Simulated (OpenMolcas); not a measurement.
## C2+: effect of the active space

- Program: OpenMolcas
- Method: SS-CASPT2 or its RAS form, IPEA 0.25 Eh, imaginary shift 0.1 Eh
- Basis: ANO-RCC-VQZP
- Scalar Hamiltonian: DKH2, point nucleus
- Spin-orbit coupling: RASSI with atomic mean-field integrals over the reference wave functions, term energies averaged over their components

A. 2 electrons in 4 orbitals (2s 2p); 2S+1 = 3 even, 3 roots; 2S+1 = 1 even, 7 roots; 2S+1 = 3 odd, 3 roots; 2S+1 = 1 odd, 3 roots; closed shells correlated: 1s; CASPT2 step of the order of 2.4 core-seconds
B. 2 electrons in 8 orbitals (2s 2p 3s 3p); 2S+1 = 3 even, 3 roots; 2S+1 = 1 even, 7 roots; 2S+1 = 3 odd, 3 roots; 2S+1 = 1 odd, 3 roots; closed shells correlated: 1s; CASPT2 step roughly 4 core-seconds
C. 2 electrons in 9 orbitals (RAS2 2s 2p; RAS3 3d, at most 2 electrons); 2S+1 = 3 even, 3 roots; 2S+1 = 1 even, 7 roots; 2S+1 = 3 odd, 3 roots; 2S+1 = 1 odd, 3 roots; closed shells correlated: 1s; CASPT2 step of the order of 8 core-seconds

Energies in eV above 2s² ¹S₀, the measured ground level; measured values from Moore, Selected Tables of Atomic Spectra, NSRDS-NBS 3, section 3.

```tsv
Level	A	B	C	Measured
2s² ¹S₀	0.0000	0.0000	0.0000	0.0000
2s 2p ³P°₀	6.488	6.485	6.476	6.4927
2s 2p ³P°₁	6.492	6.488	6.480	6.4956
2s 2p ³P°₂	6.498	6.495	6.486	6.5026
2s 2p ¹P°₁	12.849	12.830	12.733	12.6900
2p² ³P₀	17.040	17.030	17.030	17.0386
2p² ³P₁	17.044	17.034	17.033	17.0422
2p² ³P₂	17.050	17.040	17.039	17.0481
2p² ¹D₂	18.225	18.196	18.103	18.0863
2p² ¹S₀	22.700	22.659	22.717	22.6296
```

Deviations, from unrounded energies. A percentage is the sum of absolute deviations over the sum of measured energies, with the sign that they share, or ± where signs differ.

| Against measurement | Levels | A | B | C |
| --- | --- | --- | --- | --- |
| mean absolute deviation (cm-1) | 9 | 350 | 290 | 200 |
| other configurations (%) | 9 | ±0.3 | ±0.3 | ±0.2 |

C lies closest to measurement on these levels and A furthest from it. The largest miss of C in the table is 2p² ¹S₀, by +710 cm-1. The ranking rests on the paired levels alone, and a cruder setting can come out closer through cancelling errors.

Among A to C the level of the table that moves most is 2p² ¹D₂, by 980 cm-1 (lowest in C, highest in A).

Active for correlation alone: 3p 3s; no level in the range computed is led by a configuration that fills them, so any true level of that kind is missing (holds for B). Active for correlation alone: 3d; no level in the range computed is led by a configuration that fills it, so any true level of that kind is missing (holds for C). Computed and measured levels are paired by configuration, term and J; levels that our copy of the source lacks, or whose pairing is in doubt (as where it misses far off the trend of its configuration), stay unpaired and out of the deviations. Levels of configurations outside the active space are missing.

° marks odd parity.
